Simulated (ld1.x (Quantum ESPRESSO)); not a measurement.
# Which change was made? (Fe, TM)

ld1.x (Quantum ESPRESSO) 7.5 input, shortened:

```
&input
   title='Fe', zed=26., rel=0, dft='PZ', iswitch=3,
   config='[Ar] 3d6 4s0 4p0'
 /
 &inputp
   pseudotype=2, tm=.true., lloc=-1, rcloc=1.45,
   nlcc=.true., new_core_ps=.true.
 /
3
4S  1  0   0.00   0.00  1.90  1.90  0.0
4P  2  1   0.00   0.00  1.75  1.75  0.0
3D  3  2   6.00   0.00  0.85  0.85  0.0
 &test
   configts(1)='3d6 4s0 4p0'
 /
```

Cutoffs, loose and tight: the cutoffs (Ry, on a coarse ladder) from which the occupation-weighted sum of valence levels, in a spherical-Bessel basis at the reference potential, stays within 10 and 1 mRy of its value at 400 Ry. They do not see the model core or the augmentation charge, which bear on the density cutoff. Test errors are all-electron minus pseudo excitation energies from the reference, over the configurations 3d6 4s2 4p0; 3d6 4s1 4p0; 3d5 4s0 4p0; 3d6.5 4s1.5 4p0; 3d7 4s1 4p0; 3d4 4s0 4p0; 3d5 4s2 4p1 (two spin-polarised tests are not counted in the largest error); variants that change the core or the reference have their own tests. The largest error is taken over the tests solved by every variant that gives reliable tests at all, those not shown here included: 3d4 4s0 4p0; 3d5 4s0 4p0; 3d6 4s1 4p0.

The base gives: outcome: generated; cutoff, loose: 260 Ry; cutoff, tight: over 300 Ry; bound ghosts: s; largest test error (meV): -1819.

Task: After one change the result is: outcome: generated; cutoff, loose: 200 Ry; cutoff, tight: 260 Ry; bound ghosts: s; largest test error (meV): -1908. Which change was it?
A. all radii but the core radius scaled by about 1.19 (s 2.26, p 2.08, d 1.02 bohr); local potential all-electron potential smoothed inside 1.72 bohr (lloc = -1)
B. all radii but the core radius scaled by about 1.37 (s 2.60, p 2.40, d 1.16 bohr); local potential all-electron potential smoothed inside 1.98 bohr (lloc = -1)
C. all radii but the core radius scaled by about 0.77 (s 1.46, p 1.34, d 0.66 bohr); local potential all-electron potential smoothed inside 1.12 bohr (lloc = -1)

Result: A. The others give: all radii but the core radius scaled by about 1.37 (s 2.60, p 2.40, d 1.16 bohr); local potential all-electron potential smoothed inside 1.98 bohr (lloc = -1) → outcome: generated; cutoff, loose: 160 Ry; cutoff, tight: 230 Ry; bound ghosts: none; largest test error (meV): -1994 | all radii but the core radius scaled by about 0.77 (s 1.46, p 1.34, d 0.66 bohr); local potential all-electron potential smoothed inside 1.12 bohr (lloc = -1) → outcome: generated; cutoff, loose: over 300 Ry; cutoff, tight: over 300 Ry; bound ghosts: p, s; largest test error (meV): -1733.
